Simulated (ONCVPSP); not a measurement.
## Si (Z = 14): variants of one ONCV potential

Base potential:

- Element: silicon
- Generator: ONCVPSP 4.0.1
- Type: optimised norm-conserving Vanderbilt (ONCV)
- Functional: LDA (Perdew-Wang 92)
- Relativity: scalar-relativistic
- Frozen core: [Ne]
- Valence charge: 4
- Reference configuration: 3s2 3p2
- Partial waves: 3s: rc 1.80 bohr, ncon 3, nbas 7, qcut 4.6 1/bohr, 2 projectors, debl 0.9 Ha; 3p: rc 1.85 bohr, ncon 4, nbas 7, qcut 3.8 1/bohr, 2 projectors, debl 1.9 Ha; d scattering state at 0.36 Ha: rc 1.80 bohr, ncon 3, nbas 7, qcut 5.8 1/bohr, 2 projectors, debl 0.3 Ha
- Local potential: polynomial inside 1.55 bohr (lpopt 5, dvloc0 1 Ha)
- Core correction: Teter function, fcfact 4.75, rcfact 1.55

All-electron outer shells of the reference configuration (LDA (PZ), scalar-relativistic, ld1.x):

| shell | level (eV) | outermost node (bohr) | outermost maximum (bohr) |
| --- | --- | --- | --- |
| 2s | -138.73 | 0.15 | 0.45 |
| 2p | -95.60 | – | 0.39 |
| 3s | -10.88 | 0.72 | 1.77 |
| 3p | -4.17 | 0.72 | 2.14 |

Cutoffs, loose and tight: the cutoffs (Ha) at which the residual kinetic energy of the hardest occupied pseudo-wave falls to 1 and 0.1 mHa per electron. They do not see the model core or the augmentation charge, which bear on the density cutoff. Test errors are all-electron minus pseudo excitation energies from the reference, over the configurations 3s2 3p1; 3s2 3p0; 3s1 3p0; 3s0 3p4. A dash means not determined; rows that change the core or the reference have their own tests.

A true bound ghost makes a file unfit for plane-wave use even where its test errors are small: the radial tests pick states by their node count and pass the ghost by.

```csv
change,outcome,"cutoff, loose","cutoff, tight",bound ghosts,GHOST(+) flags above zero,largest test error (meV)
base,generated,7.8 Ha,9.8 Ha,none,none,-106
"all radii but the core radius scaled by about 0.77 (s 1.38, p 1.42, d 1.38 bohr); local potential polynomial inside 1.20 bohr (lpopt 5, dvloc0 1 Ha)",generated,38 Ha,70 Ha,"s, p","p, d",-122
"all radii but the core radius scaled by about 0.90 (s 1.62, p 1.66, d 1.62 bohr); local potential polynomial inside 1.40 bohr (lpopt 5, dvloc0 1 Ha)",generated,8.2 Ha,10 Ha,none,s,-105
"all radii but the core radius scaled by about 1.05 (s 1.88, p 1.94, d 1.88 bohr); local potential polynomial inside 1.62 bohr (lpopt 5, dvloc0 1 Ha)",generated,7.5 Ha,9.5 Ha,none,none,-108
"all radii but the core radius scaled by about 1.18 (s 2.12, p 2.18, d 2.12 bohr); local potential polynomial inside 1.84 bohr (lpopt 5, dvloc0 1 Ha)",generated,6.9 Ha,8.8 Ha,none,none,-121
"all radii but the core radius scaled by about 1.31 (s 2.36, p 2.42, d 2.36 bohr); local potential polynomial inside 2.04 bohr (lpopt 5, dvloc0 1 Ha)",generated,6.3 Ha,8.1 Ha,none,none,-143
```

What comes out with this change to the base: all radii but the core radius scaled by about 0.86 (s 1.54, p 1.58, d 1.54 bohr); local potential polynomial inside 1.32 bohr (lpopt 5, dvloc0 1 Ha)?

outcome: generated; cutoff, loose: 8.1 Ha; cutoff, tight: 30 Ha; bound ghosts: none; GHOST(+) flags above zero: s, p; largest test error (meV): -108.

What comes out with this change to the base: all radii but the core radius scaled by about 1.27 (s 2.28, p 2.34, d 2.28 bohr); local potential polynomial inside 1.96 bohr (lpopt 5, dvloc0 1 Ha)?

outcome: generated; cutoff, loose: 6.5 Ha; cutoff, tight: 8.3 Ha; bound ghosts: none; GHOST(+) flags above zero: none; largest test error (meV): -135.

What comes out with this change to the base: all radii but the core radius scaled by about 1.12 (s 2.02, p 2.08, d 2.02 bohr); local potential polynomial inside 1.74 bohr (lpopt 5, dvloc0 1 Ha)?

outcome: generated; cutoff, loose: 7.2 Ha; cutoff, tight: 9.0 Ha; bound ghosts: none; GHOST(+) flags above zero: none; largest test error (meV): -115.

Reading the sweep of the scale of all radii but the core radius (base = 1) (base included, trends over the rows without a ghost): The loose cutoff falls from 8.1 Ha at 0.86 to 6.3 Ha at 1.31. A larger radius leaves more room for a smooth pseudo-wave, so fewer plane waves are needed; a smaller one forces it to follow the all-electron wave where it bends sharply. The median size of the test errors (rows with all tests solved) rises from 11.8 meV at 0.86 to 23.0 meV at 1.31. More of the atom is replaced by a form fitted at one configuration, so other configurations suffer as the radius grows. Bound ghosts are found at 0.77.
